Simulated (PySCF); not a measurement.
C₆ coefficients of unlike pairs at UHF

Calculated with PySCF 2.14 from the dipole response of each species, C₆(A,B) = (3/π) ∫ α_A(iu) α_B(iu) du, in atomic units, from isotropic polarisabilities. For ions this is the dispersion term alone; charge-induced terms of lower order in 1/R come first.

```csv
species,configuration,basis,relativity,α (bohr³),C₆ (like pair)
N(2+),[He] 2s2 2p1 (2P),def2-QZVPPD (8s4p4d2f1g),none,2.712,3.837
S,[Ne] 3s2 3p4 (3P),def2-QZVPPD (10s7p5d2f1g),none,19.12,129.9
In(3+),[Kr] 4d10 (1S),"aug-cc-pwCVTZ-DK3 with one added diffuse shell each of s, p, d, f type (11s10p8d5f1g)",spin-free X2C,3.182,13.83
N,[He] 2s2 2p3 (4S),aug-cc-pV5Z (7s6p5d4f3g2h),none,7.171,23.25
```

**Question.** Estimate C₆ for N with In(3+).

**Answer.** The integral gives 15.95. The combination rule 2 C_A C_B / (C_A α_B/α_A + C_B α_A/α_B) gives 15.51 and the geometric mean 17.93.

No spin-orbit coupling is included.

The other pairs:

| pair | C₆ |
| --- | --- |
| S, N(2+) | 21.82 |
| In(3+), N(2+) | 6.707 |
| N, S | 54.42 |
| N, N(2+) | 9.417 |
| In(3+), S | 34.87 |
